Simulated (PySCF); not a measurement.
**Electron correlation in Ca (calcium, neutral)**

[Ar] 3d1 4s1, high-spin 3D determinant (an excited configuration). Calculation: PySCF 2.14, in aug-cc-pwCVTZ-X2C with one added diffuse shell each of s, p, d, f type (10s9p7d4f, 100 functions); the spin-free X2C one-electron Hamiltonian (Gaussian nucleus). Frozen: [Ne]; 10 electrons correlated.

```tsv
level	correlation energy (mhartree)
CCSD	-257.55
(T)	-6.56
CCSD(T)	-264.11
```

Diagnostics: T1 = 0.013, D1 = 0.0516, largest double amplitude 0.033.

Cost of the coupled-cluster step: roughly 70 core-seconds, for 10 correlated electrons.
